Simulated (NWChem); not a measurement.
Species: C₂H₄N₃ cation; SMILES c1[nH]nc[nH+]1

All runs: NWChem. All runs use the structure optimised with PBE0/def2-SVP. Level: M06-2X/def2-SVP with SMD (1 M gas to 1 M solution), gas-phase geometry. Reactions with the solvent are ignored.

```
solvent             dielectric constant  solvation free energy (kcal/mol)  cavity-dispersion-structure term (kcal/mol)
------------------  -------------------  --------------------------------  -------------------------------------------
water                              78.4                             -68.8                                          3.1
diethyl ether                      4.24                             -59.0                                         -3.7
tetrahydrofuran                    7.43                             -66.0                                         -3.2
dimethyl sulfoxide                 46.8                             -73.1                                         -1.9
n-hexane                           1.88                        (withheld)                                   (withheld)
acetonitrile                       35.7                             -73.2                                         -2.5
acetone                            20.5                             -72.1                                         -2.9
```

Problem. Complete the blanks.

Solution. 
- n-hexane, solvation free energy (kcal/mol): -37.8
- n-hexane, cavity-dispersion-structure term (kcal/mol): -4.1
